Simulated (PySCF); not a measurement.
Two-dimensional NMR puzzle

Compound of formula C₆H₇ClN₂. Correlations simulated from computed shifts and the bond graph:

HSQC (one-bond C–H):
| δH | δC |
| --- | --- |
| 7.37 | 131.5 |
| 7.36 | 140.7 |
| 6.22 | 145.1 |
| 5.67 | 124.3 |
| 5.50 | 124.3 |
| 4.82 | 60.3 |

COSY cross peaks (H two or three bonds apart, from the bond graph; peaks can be absent where the dihedral angle is near 90°):
| δH | δH |
| --- | --- |
| 6.22 | 5.67 |
| 6.22 | 5.50 |
| 6.22 | 4.82 |
| 5.67 | 5.50 |

HMBC (two and three bonds, from the bond graph):
| δH | δC |
| --- | --- |
| 7.37 | 140.7, 124.2, 60.3 |
| 7.36 | 131.5, 124.2 |
| 6.22 | 124.3, 60.3 |
| 5.67 | 145.1, 60.3 |
| 5.50 | 145.1, 60.3 |
| 4.82 | 145.1, 131.5, 124.3 |

Carbons without hydrogens: δ 124.2.

[PySCF: PBE0/pcSseg-1 with gauge-including orbitals; GFN2-xTB structure; fast rotation and ring inversion assumed for equivalent nuclei; non-relativistic Hamiltonian; no solvent model; single conformer]

References, each an isolated molecule treated in the same way: 1H and 13C against TMS.

Exchangeable hydrogens are left out of these lists.

Task: Assemble the structure.

Result: `N1=CC(Cl)=CN1CC=C`.

Atoms are numbered as in `[CH2:1]=[CH:2][CH2:3][n:4]1[cH:5][c:6]([Cl:7])[cH:8][n:9]1` (H(Xn): hydrogen on atom n). Ha(C1) is cis to C3; Hb(C1) is trans to C3.

- δC 145.1 is C2, an alkene CH (δH 6.22).
- δC 140.7 is C8, an aromatic CH next to a ring nitrogen (δH 7.36).
- δC 131.5 is C5, an aromatic CH next to a ring nitrogen (δH 7.37).
- δC 124.3 is C1, a terminal =CH2 carbon (δH 5.50, 5.67).
- δC 124.2 is C6, an aromatic carbon bearing chlorine.
- δC 60.3 is C3, an allylic sp3 CH2 bonded to N (δH 4.82).
- HMBC from δH 7.37 reaches the proton-free carbon C6.
- HMBC from δH 7.36 reaches the proton-free carbon C6.
- COSY links 6.22–5.67, 6.22–5.50, 6.22–4.82, 5.67–5.50.

This is the structure that produced the data.

Carbons that carry Cl, above all several Cl atoms, come out too deshielded, partly because spin–orbit coupling is missing. Shifts are as computed. Against solution values, carbons near 30 ppm lie about +3 ppm off and those near 130 ppm about +5 ppm; carbons on Cl a further +6 ppm. Of 1211 compounds with measured shifts, 218 miss one by over three times the rms of a fit or turn the order of signals round; such compounds aren't used in these exercises.
